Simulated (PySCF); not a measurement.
# Finite-field polarisability of Ga (gallium, neutral)

[Ar] 3d10 4s2 4p1, 2P determinant. Computed with PySCF 2.14 in dyall-av2z (16s12p8d, 92 functions), with no relativity, point nucleus. Frozen: [Ar] 3d10. Energy changes in a uniform field (μhartree):

```csv
axis,F (au),HF,MP2,CCSD,CCSD(T)
x,0.0021,-101.053,-98.753,-96.240,-96.249
x,0.0042,-404.293,-395.091,-385.044,-385.078
y,0.0016,-100.892,-99.683,-97.329,-97.306
y,0.0032,-404.610,-399.750,-390.295,-390.201
```

By symmetry the remaining axis equals x.

Question: Derive α along x at CCSD(T) from the two fields.

Answer: With ΔE = −αF²/2 − γF⁴/24, α = −(16 ΔE(F) − ΔE(2F))/(6F²) = 43.65 bohr³.

Question: And the mean polarisability at each level?

Answer: The components xx, yy, zz at CCSD(T) are 43.65, 75.96, 43.65, the third axis being equal by symmetry to one of the two computed. Means: HF 56.80, MP2 55.79, CCSD 54.42, CCSD(T) 54.42 bohr³. Reference: 50 ± 3 bohr³ (recommended; Schwerdtfeger and Nagle, table of static dipole polarizabilities (2023 update)).

A double-zeta set is small for polarisabilities.
